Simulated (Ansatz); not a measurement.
Two isomers of C3H7NTe: A = `C=C(N)[Te]C`, B = `C/C=N\C[TeH]`.

Isolated molecules relaxed with PBE0-D4/def2-TZVP in Ansatz; ΔE leaves out vibrations. CBS: MP2 limit from def2 TZ/QZ plus the TZ coupled-cluster correction, frozen cores. DFT in def2-TZVPP. B3LYP here is the variant with VWN-RPA as its local correlation; programs differ in this. def2 core potentials past Kr. For Te outer-core shells are correlated without core-valence functions, which leaves a few kJ/mol of doubt a bond. Each species was taken in one conformer, which may not be the lowest.

(1) Which is lower in electronic energy at CCSD(T)/CBS, and by how much? (Estimate.)

(2) Give E(B) − E(A) in kJ/mol with MP2/def2-TZVPP, B3LYP-D4, PBE-D4, CCSD(T)/def2-TZVPP, ωB97M-V, B2PLYP, HF/def2-TZVPP. (Estimate.)

Largest T1 diagnostic: 0.012.

Results:

(1) Ansatz gave: A, by 27.5 kJ/mol.

(2) The calculation gave: MP2/def2-TZVPP 29.4, B3LYP-D4 22.7, PBE-D4 24.8, CCSD(T)/def2-TZVPP 20.3, ωB97M-V 23.9, B2PLYP 24.1, HF/def2-TZVPP 13.3. None reverses the order clearly.

In def2-TZVPP, CCSD(T) changes the Hartree–Fock value by +7.0 kJ/mol (the triples alone add +1.2 kJ/mol) and MP2 by +16.1 kJ/mol.
